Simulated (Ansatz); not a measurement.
Calculated with Ansatz (gas phase, PBE0-D4/def2-TZVP geometries, no zero-point term in ΔE). CCSD(T)/CBS adds triple-zeta CCSD(T) − MP2 to the extrapolated MP2 energy (def2 sets, frozen cores). This one scheme is used for every species. Functionals use def2-TZVPP. One conformer a species, not always the lowest.

Reaction (ligand exchange at the Al–F bond): `F[BH][AlH][F]` + NH₃ → `[NH2][AlH][BH]F` + H–F

CCSD(T)/CBS gives +0.91 eV.

Q: Another level gave +0.94 eV. Which?
A. PBE-D4/def2-TZVPP
B. BLYP/def2-TZVPP
C. revPBE/def2-TZVPP
D. LDA (SPW92)/def2-TZVPP

A: C. revPBE 0.94, PBE-D4 0.89, BLYP 1.01, LDA (SPW92) 0.83 eV.

Largest T1 diagnostic among the species: 0.014.

At CCSD(T), def2-SVP lies +0.06 eV from the extrapolated value and def2-TZVPP −0.01 eV. Leaving LDA and LC-ωPBE aside and taking each functional with its dispersion term where it has one, the values, not all of them listed here, spread over 0.12 eV, from revPBE-D4 to B97M-V. LDA lies −0.09 eV from PBE without D4. The D4 term adds −0.04 eV with B3LYP and −0.02 eV with PBE0; it sums over pairs of atoms, weighted by their polarisabilities, and B3LYP, whose exchange is more repulsive, gets the larger term.

B3LYP here is the variant with VWN-RPA as its local correlation; programs differ in this.
